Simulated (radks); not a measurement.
Sr II, configuration [Kr] 5s1. All-electron calculation, scalar-relativistic Kohn-Sham, revPBE, spin-unpolarised, spherical densities, point nucleus. Program: a radial shooting solver on a logarithmic mesh with Libxc functionals. Some entries of the table are withheld. Estimate them.

orbital,occ.,eigenvalue (hartree),<r> (bohr)
1s,2,-585.9577,0.03916
2s,2,(1),(2)
2p,6,-70.69767,0.1504
3s,2,-12.50481,0.4919
3p,6,-9.64915,0.4984
3d,10,-4.93836,0.4982
4s,2,-1.73541,1.356
4p,6,-1.06975,(3)
5s,1,(4),3.926

Answer. 
(1) 2s eigenvalue (hartree): -79.54698
(2) 2s <r> (bohr): 0.1725
(3) 4p <r> (bohr): 1.560
(4) 5s eigenvalue (hartree): -0.30279
